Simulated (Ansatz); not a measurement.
Coupled-cluster diagnostics for the cluster Si5O4, Ansatz.

Geometry of the singlet (PBE-D4/def2-SVP):

```xyz
9

Si    0.664    0.783    1.527
Si    2.027    1.196   -1.529
Si    1.048   -1.223   -2.312
Si   -2.344    0.729    0.725
Si   -0.331   -1.643    0.734
O    -1.855   -0.882    0.475
O     1.359    1.076   -0.029
O     0.333   -1.489   -0.853
O    -0.901    1.454    1.263
```

Correlated methods freeze 29 core orbitals. The geometry of the singlet was relaxed on an unsound state (restricted singlet, unstable towards broken spin symmetry at other levels and untested here). Another isomer (singlet) lies 0.84 eV lower at PBE0-D4/def2-TZVP; other spin states weren't run for this one.

Estimate the CCSD(T) correlation energy, the shares of MP2 and (T), T1 and the reference's ⟨S²⟩ for: charge 0, singlet, own geometry in def2-SVP; and the rough time on 4 threads of Arm Neoverse V1 on a shared host.


```json
{"state": "charge 0, singlet, own geometry", "basis": "def2-SVP", "correlation (eV)": "-33.084", "MP2 share (%)": "91.9", "(T) share (%)": "3.8", "T1": "0.032", "⟨S²⟩ (pure)": "0.00 (0.00)", "wall time": "41 s", "remarks": "large T1 (0.032), restricted SCF unstable"}
```
Customary marks for T1 are 0.02 (closed shells), 0.045 (open shells) and about 0.05 (3d metals). T1 exceeds 0.02 in 1 of 1 rows and 0.045 in 0; the higher it lies, the less the single-reference result can be trusted.
